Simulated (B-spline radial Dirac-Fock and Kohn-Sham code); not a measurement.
## Binding energies of Cd³⁹⁺

System: Cd³⁹⁺ in the configuration [He] 2s2 2p5; nuclear rms radius 4.6087 fm (A = 114).

The run's input, task.json:

```json
{"items": [{
  "Z": 48,
  "q": 39,
  "cfg": [[1, 0, 2], [2, 0, 2], [2, 1, 5]],
  "A": 114,
  "rrms": 4.6087,
  "do": ["binding"]
}]}
```

Run with: `python xray_run.py task.json out`

Calculated with an atomic code on a B-spline grid, using Dirac-Fock (average of configuration) total-energy differences with a finite nucleus, the Breit interaction including its frequency dependence, and self-energy and vacuum-polarisation corrections. Correlation and solid-state effects are left out. Energies are counted from the vacuum level.

All terms are in eV, carry their sign (relaxation lowers the binding energy) and add up to the binding energy; ⟨r⟩ is the mean radius of the orbital in the initial state.

```csv
subshell,−ε (Koopmans),relaxation,Breit,self-energy,vacuum polarisation,binding energy,⟨r⟩ (bohr)
K (1s),29533.7,-17.98,-53.27,-32.54,4.16,29434.0,0.030
L1 (2s),6483.5,-1.92,-5.31,-4.22,0.50,6472.5,0.128
"L2,3 (2p)",6115.4,-2.69,-6.65,-0.04,-0.02,6106.0,0.113
```

For the deepest level, K (1s), the Breit terms make up -0.181 % of the binding energy, QED -0.096 % and orbital relaxation -0.061 %.

Going to the tabulated ground configuration of the next ion removes an electron from L2,3 (2p), computed at 6106.0 eV. NIST lists 6039 ± 9 eV as the ionisation energy of this species (semi-empirical), -67.04 eV from the computed value. Where a p, d or f shell is open in either ion the computed value averages over both j values and all terms, while the table refers to the lowest levels; that difference holds spin-orbit splitting (largest in heavy or highly charged ions), term energies where several electrons share open shells, and correlation, and it can reach 10 % or more.
